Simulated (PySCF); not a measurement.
Compound: C6H5PS.
Numbering: `[CH:1]#[C:2][PH:3][c:4]1[cH:5][cH:6][cH:7][s:8]1` (hydrogens: H9 on C1; H10 on P3; H11 on C5; H12 on C6; H13 on C7)

The same species was optimised twice, with GFN2-xTB and with PBE0-D3(BJ)/def2-SVP (PySCF), and the same property calculations (PySCF, gas phase) were run on both structures.

| coordinate | GFN2-xTB | PBE0-D3(BJ)/def2-SVP | change |
| --- | --- | --- | --- |
| C6–C7 (Å) | 1.357 | 1.373 | +0.016 |
| C1≡C2 (Å) | 1.202 | 1.215 | +0.013 |
| C4–C5 (Å) | 1.364 | 1.377 | +0.013 |
| C4–S8 (Å) | 1.738 | 1.728 | -0.010 |
| C5–C6 (Å) | 1.412 | 1.420 | +0.008 |
| C2–P3 (Å) | 1.763 | 1.771 | +0.008 |
| C7–S8 (Å) | 1.719 | 1.712 | -0.007 |
| P3–C4 (Å) | 1.820 | 1.825 | +0.005 |
| C2–P3–C4 (°) | 97.5 | 100.4 | +2.9 |
| P3–C4–C5 (°) | 128.2 | 130.9 | +2.7 |
| P3–C4–S8 (°) | 120.3 | 118.3 | -2.0 |
| C4–S8–C7 (°) | 91.1 | 92.2 | +1.1 |
| C6–C7–S8 (°) | 112.2 | 111.7 | -0.5 |
| C1–C2–P3 (°) | 174.0 | 174.5 | +0.5 |
| C5–C4–S8 (°) | 111.1 | 110.7 | -0.4 |
| C5–C6–C7 (°) | 112.7 | 112.5 | -0.2 |
| C2–P3–C4–C5 (°) | 38 | 25 | -13 |

Rotational constants: A = 3226, B = 978.3, C = 782.1 MHz (GFN2-xTB) against A = 3274, B = 949.1, C = 763.7 MHz (PBE0-D3(BJ)/def2-SVP). Point groups within 0.08 Å: C1 and C1.

On the GFN2-xTB structure: lowest triplet, Tamm–Dancoff (eV) 3.50 [PBE0/def2-SVPD]; isotropic polarisability (au) 109.5 [PBE0/def2-SVPD]; HOMO (eV) -6.57 [PBE0/def2-SVPD]; LUMO (eV) -0.79 [PBE0/def2-SVPD]; dipole (D) 1.31 [PBE0/def2-SVPD]; HOMO (eV) -6.58 [PBE0/pcSseg-1]; LUMO (eV) -0.75 [PBE0/pcSseg-1]; dipole (D) 1.29 [PBE0/pcSseg-1]; GIAO shielding of C1 (ppm) 84.1 [PBE0/pcSseg-1]; GIAO shielding of C2 (ppm) 103.6 [PBE0/pcSseg-1]; GIAO shielding of P3 (ppm) 437.1 [PBE0/pcSseg-1]; GIAO shielding of C4 (ppm) 44.1 [PBE0/pcSseg-1]; GIAO shielding of C5 (ppm) 49.7 [PBE0/pcSseg-1]; GIAO shielding of C6 (ppm) 55.0 [PBE0/pcSseg-1]; GIAO shielding of C7 (ppm) 49.7 [PBE0/pcSseg-1]; GIAO shielding of S8 (ppm) 256.6 [PBE0/pcSseg-1].

Q: What do these properties become on the PBE0-D3(BJ)/def2-SVP structure?

A: 
```json
{"property": "lowest triplet, Tamm–Dancoff (eV)", "level": "PBE0/def2-SVPD", "on GFN2-xTB": "3.50", "on PBE0-D3(BJ)/def2-SVP": "3.54", "change": "+0.04"}
{"property": "isotropic polarisability (au)", "level": "PBE0/def2-SVPD", "on GFN2-xTB": "109.5", "on PBE0-D3(BJ)/def2-SVP": "111.4", "change": "+1.9"}
{"property": "HOMO (eV)", "level": "PBE0/def2-SVPD", "on GFN2-xTB": "-6.57", "on PBE0-D3(BJ)/def2-SVP": "-6.80", "change": "-0.23"}
{"property": "LUMO (eV)", "level": "PBE0/def2-SVPD", "on GFN2-xTB": "-0.79", "on PBE0-D3(BJ)/def2-SVP": "-1.02", "change": "-0.23"}
{"property": "dipole (D)", "level": "PBE0/def2-SVPD", "on GFN2-xTB": "1.31", "on PBE0-D3(BJ)/def2-SVP": "1.69", "change": "+0.38"}
{"property": "energy, GFN2-xTB geometry as zero (kcal/mol)", "level": "PBE0/def2-SVPD", "on GFN2-xTB": "0.0", "on PBE0-D3(BJ)/def2-SVP": "-2.9", "change": "-2.9"}
{"property": "HOMO (eV)", "level": "PBE0/pcSseg-1", "on GFN2-xTB": "-6.58", "on PBE0-D3(BJ)/def2-SVP": "-6.81", "change": "-0.23"}
{"property": "LUMO (eV)", "level": "PBE0/pcSseg-1", "on GFN2-xTB": "-0.75", "on PBE0-D3(BJ)/def2-SVP": "-0.99", "change": "-0.24"}
{"property": "dipole (D)", "level": "PBE0/pcSseg-1", "on GFN2-xTB": "1.29", "on PBE0-D3(BJ)/def2-SVP": "1.67", "change": "+0.38"}
{"property": "energy, GFN2-xTB geometry as zero (kcal/mol)", "level": "PBE0/pcSseg-1", "on GFN2-xTB": "0.0", "on PBE0-D3(BJ)/def2-SVP": "-2.1", "change": "-2.1"}
{"property": "GIAO shielding of C1 (ppm)", "level": "PBE0/pcSseg-1", "on GFN2-xTB": "84.1", "on PBE0-D3(BJ)/def2-SVP": "81.7", "change": "-2.4"}
{"property": "GIAO shielding of C2 (ppm)", "level": "PBE0/pcSseg-1", "on GFN2-xTB": "103.6", "on PBE0-D3(BJ)/def2-SVP": "103.3", "change": "-0.3"}
{"property": "GIAO shielding of P3 (ppm)", "level": "PBE0/pcSseg-1", "on GFN2-xTB": "437.1", "on PBE0-D3(BJ)/def2-SVP": "445.9", "change": "+8.8"}
{"property": "GIAO shielding of C4 (ppm)", "level": "PBE0/pcSseg-1", "on GFN2-xTB": "44.1", "on PBE0-D3(BJ)/def2-SVP": "47.2", "change": "+3.1"}
{"property": "GIAO shielding of C5 (ppm)", "level": "PBE0/pcSseg-1", "on GFN2-xTB": "49.7", "on PBE0-D3(BJ)/def2-SVP": "42.2", "change": "-7.5"}
{"property": "GIAO shielding of C6 (ppm)", "level": "PBE0/pcSseg-1", "on GFN2-xTB": "55.0", "on PBE0-D3(BJ)/def2-SVP": "51.1", "change": "-3.9"}
{"property": "GIAO shielding of C7 (ppm)", "level": "PBE0/pcSseg-1", "on GFN2-xTB": "49.7", "on PBE0-D3(BJ)/def2-SVP": "45.2", "change": "-4.5"}
{"property": "GIAO shielding of S8 (ppm)", "level": "PBE0/pcSseg-1", "on GFN2-xTB": "256.6", "on PBE0-D3(BJ)/def2-SVP": "240.3", "change": "-16.3"}
```

The heavy atoms differ by 0.069 Å rms after alignment (one structure mirrored). Among bonds between heavy atoms C6–C7 changes most (+0.016 Å). Changes are differences of the printed values. Neither structure is proved a minimum here.

The values belong to the conformer `[CH:1]#[C:2][PH:3][c:4]1[cH:5][cH:6][cH:7][s:8]1`: C2–P3–C4–C5 25°.
